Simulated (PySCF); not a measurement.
# Ar (argon, neutral): UHF calculation

Configuration: [Ar], closed-shell 1S. All numbers are calculated (PySCF 2.14, no relativity, point nucleus, in aug-cc-pwCVTZ (8s7p5d3f, 75 functions)).

| Item | Value |
| --- | --- |
| Total energy | -526.813355 hartree |
| One-electron energy | -728.2226 hartree |
| Hartree (Coulomb) energy | 231.5930 hartree |
| Exchange energy | -30.1837 hartree |
| Kinetic energy | 526.80445 hartree |
| ⟨S²⟩ | 0.0000 |
| ⟨L²⟩ | 0.000 |
| Sum of ⟨r⟩ | 16.08 bohr |
| Sum of ⟨r²⟩ | 26.07 bohr² |
| Density at the nucleus (Gaussians lack the cusp) | 3790 bohr⁻³ |
| Langevin diamagnetic susceptibility | -20.6 ×10⁻⁶ cm³/mol |

| shell | electrons | mean orbital energy (hartree) | rms radius, mean of both spins (bohr) |
| --- | --- | --- | --- |
| 1s | 2 | -118.61142 | 0.0998 |
| 2s | 2 | -12.32298 | 0.449 |
| 2p | 6 | -9.57192 | 0.418 |
| 3s | 2 | -1.27787 | 1.53 |
| 3p | 6 | -0.59135 | 1.82 |

Spin-orbit constants ζ (cm⁻¹) from the X2C one-electron operator on these orbitals (non-relativistic here): bare nucleus, nucleus screened by l(l+1)(2l+1)/3 electrons, and screened by the Breit-Pauli mean field of the electrons.

```json
{"shell": "2p", "bare": "12860", "screened nucleus": "11430", "mean field": "10770"}
{"shell": "3p", "bare": "926.0", "screened nucleus": "823.2", "mean field": "765.1"}
```
